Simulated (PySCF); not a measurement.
Molecule: SMILES N[SiH2]B(Cl)Cl, BCl2H4NSi.

Bonds (- single, = double, # triple, : aromatic): N1-Si2, Si2-B3, B3-Cl4, B3-Cl5. N1 carries H6, H7; Si2 carries H8, H9.

Frames of a GFN2-xTB Langevin trajectory at 200 K; GIAO PBE0/pcSseg-1 shieldings in PySCF 2.14, gas phase, non-relativistic; equivalent atoms averaged within each frame.

δ = σ(ref) − σ, references computed at the same level: 15N (σref 267.73) against NH3; TMS for 29Si (σref 349.16) and 1H (σref 31.72); BF3·OEt2 for 11B (σref 100.07); 35Cl (σref 949.78) vs HCl. The references are static minima.

How do the shifts (ppm) fluctuate along the trajectory?

## Answers


```
         time (fs)     N1    Si2    B3  Cl4/Cl5  H8/H9  H6/H7
               250  -16.9  -54.3  73.2      406   4.52  -1.14
               425   -3.5  -57.7  79.8      397   4.79  -0.03
               625    2.9  -57.7  77.8      370   5.09   0.30
               800    0.7  -62.6  77.5      403   4.03   0.14
              1000   -8.6  -61.2  77.1      389   4.45  -0.58
    mean of frames   -5.1  -58.7  77.1      393   4.57  -0.26
standard deviation    7.9    3.3   2.4       14   0.40   0.59
```

5 frames give an uncertainty of the mean of about the standard deviation over 2.2 at best, since frames this close in time may not be independent; classical motion lacks zero-point vibration, and the reference would need the same averaging.
